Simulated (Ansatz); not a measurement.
Start from `NCB1C=N1` and change one atom or group to get `CB1C=N1`.

Ansatz, PBE0-D4/def2-TZVP geometries, multiplicity 1. Each molecule was computed in one conformer, which needn't be the lowest.

```tsv
property	`NCB1C=N1`
HOMO–LUMO gap (PBE0/def2-TZVPP) / eV	5.82
HOMO energy (ωB97M-V/def2-TZVPP) / eV	-9.12
HOMO energy (PBE0/def2-TZVPP) / eV	-6.74
HOMO–LUMO gap (B3LYP/def2-TZVPP) / eV	5.32
HOMO–LUMO gap (PBE/def2-TZVPP) / eV	3.12
LUMO energy (ωB97M-V/def2-TZVPP) / eV	1.41
```

Problem. What does the change do to each property? (An estimate is asked.)

Solution. Computed: 
| property | `CB1C=N1` | shift |
| --- | --- | --- |
| HOMO–LUMO gap (PBE0/def2-TZVPP) / eV | 6.29 | 0.47 |
| HOMO energy (ωB97M-V/def2-TZVPP) / eV | -9.41 | -0.29 |
| HOMO energy (PBE0/def2-TZVPP) / eV | -7.08 | -0.34 |
| HOMO–LUMO gap (B3LYP/def2-TZVPP) / eV | 5.81 | 0.49 |
| HOMO–LUMO gap (PBE/def2-TZVPP) / eV | 3.66 | 0.54 |
| LUMO energy (ωB97M-V/def2-TZVPP) / eV | 1.55 | 0.14 |

With PBE0 the HOMO falls by 0.34 eV and the LUMO rises by 0.13 eV, so the gap widens by about 0.47 eV. PBE moves the HOMO by -0.42 eV and ωB97M-V by -0.29 eV. The zero-point energy changes by -48.3 kJ/mol with -6 modes.

B3LYP here is the variant with VWN-RPA as its local correlation; programs differ in this.
